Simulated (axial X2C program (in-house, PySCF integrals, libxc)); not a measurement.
## Low determinants of SnPt at the PBE0 level, 2c

All values were computed with an axial X2C code built on PySCF integrals. Two-component (2c) means X2C with spin–orbit coupling and atomic mean-field two-electron Coulomb and Gaunt terms. Basis: Pt dyall-v2z [11s12p9d5f], Sn dyall-v2z [9s9p7d] (cores contracted in-house); Gaussian nuclei, density fitting, unrestricted open shells. Masses: Pt 194.965 u, Sn 119.902 u.

Search at 2.383 Å (vertical energies from the lowest determinant):

```tsv
ΔE (eV)	state	electrons beyond evenly filled partner blocks	electrons in ±ω = 1/2, 3/2, 5/2, 7/2
0.00	Ω = 0	none	74 38 14 2
0.77	Ω = 2	ω = -1/2, ω = 5/2	75 38 13 2
0.80	Ω = 3	ω = 1/2, ω = 5/2	75 38 13 2
1.05	Ω = 1	2 × ω = 1/2	74 38 14 2
1.12	Ω = 4	ω = 3/2, ω = 5/2	74 39 13 2
1.17	Ω = 1	ω = -3/2, ω = 5/2	74 39 13 2
1.30	Ω = 2	ω = 1/2, ω = 3/2	73 39 14 2
```

Lowest determinant, Ω = 0 (closed shell): Re = 2.375 Å, ωe = 274.3 cm⁻¹.

The determinant in row 2 of the search, Ω = 2 (⟨Sz⟩ = 1.00, ⟨Lz⟩ = 1.00 at PBE0), was followed along the bond at PBE0; measured from the minimum of the lowest determinant it gives:

Te = 0.622 eV (5017 cm⁻¹), Re = 2.530 Å, ωe = 201.9 cm⁻¹.

Problem. Compare the bond of the determinant in row 2 with that of the lowest one.

Solution. At PBE0 its Re is 0.155 Å longer and its force constant, which goes as ωe², is 0.54 times that of the lowest determinant. T0 ≈ Te + Δωe/2 = 5017 + (-36) = 4981 cm⁻¹.

The search compares states at one distance, so a state with another bond length can lie lower; it is not exhaustive and yields mostly the lowest determinant of each block pattern, so other components and higher states of one pattern are missing. These are energies of single determinants, not of spin-adapted states; PBE0 term energies can be off by some tenths of an eV, and the functional has no current term. Open-shell Ω = 0 determinants with evenly filled partner blocks cannot be reached by this program, so the Ω shown need not be the lowest component.
